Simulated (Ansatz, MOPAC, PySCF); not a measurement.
System: TeF₃, net charge 1, singlet state. SMILES: F[Te+](F)F
Structure (B3LYP-D3(BJ)/def2-TZVP (Ansatz, a program for electronic structure) minimum search):
```
Te
F 1 1.8267
F 1 1.8267 2 95.54
F 1 1.8267 2 95.54 3 96.13
```
Charge +1, spin multiplicity 1.

Unscaled harmonic wavenumbers (cm⁻¹) in rising order, each level at the stationary point that it reaches from this structure (no distance between atoms moves by over 0.3 Å); the order of modes can differ between levels, and a negative number is imaginary. B3LYP-D3(BJ)/def2-TZVP (PySCF, at the structure above): 220, 220, 266, 731, 731, 741.

PM6 (MOPAC): 144, 144, 164, 476, 515, 515. Zero-point energy 2.8 against 4.2 kcal/mol; where all levels lie over 400 cm⁻¹, the wavenumbers are on average 0.684 times those of B3LYP-D3(BJ)/def2-TZVP.

HF/3-21G (Ansatz): 242, 242, 298, 819, 827, 827. Zero-point energy 4.7 against 4.2 kcal/mol; where all levels lie over 400 cm⁻¹, the wavenumbers are on average 1.122 times those of B3LYP-D3(BJ)/def2-TZVP.

HF/6-31G* with LANL2DZ past Ar (Ansatz): 251, 251, 322, 823, 823, 832. Zero-point energy 4.7 against 4.2 kcal/mol; where all levels lie over 400 cm⁻¹, the wavenumbers are on average 1.125 times those of B3LYP-D3(BJ)/def2-TZVP.

B3LYP/6-31G* with LANL2DZ past Ar (Ansatz): 202, 203, 266, 720, 723, 723. Zero-point energy 4.1 against 4.2 kcal/mol; where all levels lie over 400 cm⁻¹, the wavenumbers are on average 0.983 times those of B3LYP-D3(BJ)/def2-TZVP.
